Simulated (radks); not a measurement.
Values are calculated unless marked as measured or tabulated.
All-electron atom: Nd IV in [Kr] 4d10 4f(up 1.5, down 1.5) 5p6 5s(up 1, down 1) (fractional occupations, a model configuration).

Level of theory: scalar-relativistic Kohn-Sham, r2SCAN, spin-polarised, spherical densities, finite nucleus; meta-GGA in the generalised Kohn-Sham scheme; Fermi nuclear charge, rms radius 4.9123 fm (a radial shooting solver on a logarithmic mesh with Libxc functionals).

Energy parts (hartree):
total: -9623.1248
kinetic: 10241.8230
electron-nucleus: -23307.5212
Hartree: 3664.2782
exchange-correlation: -221.7047

Orbitals (lengths in bohr, moments of r in powers of bohr; <r^-3> diverges for s and p1/2; r(max) is where P^2 peaks):
orbital	occ.	eigenvalue (hartree)	<r^4>	<r>	r(max)	<r^-3>
1s	2	-1598.515	1.529e-06	0.02363	0.01510	-
2s	2	-260.2386	0.0002489	0.1009	0.08546	-
2p	6	-232.6347	0.0001836	0.08881	0.06893	9018
3s	2	-57.64999	0.009874	0.2658	0.2434	-
3p	6	-48.89628	0.01034	0.2642	0.2385	1843
3d	10	-36.75786	0.008494	0.2417	0.1963	250.4
4s	2	-12.49542	0.2499	0.6066	0.5649	-
4p	6	-9.60649	0.3269	0.6416	0.5892	398.7
4d	10	-5.48307	0.5363	0.7035	0.6172	45.14
5s	2	-2.51993	7.908	1.443	1.307	-
5p	6	-1.79009	13.67	1.643	1.464	59.19
4f	3	-1.11042	3.625	0.9709	0.6495	5.538

The highest occupied level is 4f at -30.216 eV. Summed over all electrons, <r^2> = 37.30 bohr^2, which gives a Langevin (diamagnetic) susceptibility term of -29.5 x 10^-6 cm^3/mol. The electron density at the nucleus is 4.722e+05 e/bohr^3 (large components only). The density falls to 0.001 e/bohr^3 at r = 3.37 bohr.
